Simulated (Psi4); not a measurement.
Cl4SW, triplet, geometry from GFN2-xTB (such geometries of metal compounds can be far from the true shape) (the multiplicity is a formal guess) (core potentials on W). Base run: M06-2X/def2-SVP run with Psi4.

Here is a job for Psi4.
```
memory 2 GB

molecule mol {
0 3
W     0.000372   -0.000160    0.000395
S     1.597695   -0.688987    1.694562
Cl   -1.520087    0.655519   -1.612248
Cl    0.335022    2.121083    0.557249
Cl    1.258392   -0.948693   -1.561470
Cl   -1.578661   -1.178752    1.019869
}

set {
  basis def2-svp
  reference uks
}

energy('m06-2x')
print_variables()
```

Each row names what was changed in the base input (with any setting that the change needs).

```tsv
change	ΔE vs base (mEh)	point group used	SCF cycles
base	0.000	c1	20
molecule keys = symmetry c1	0.000	c1	20
molecule keys = no_reorient	0.000	c1	20
molecule keys = symmetry c1, no_reorient, no_com	-0.011	c1	19
jitter_ang = 0.002	0.028	c1	20
```

Open shells are given as the SCF converged; they aren't shown to be the lowest states, and a large step between rows can be another state.
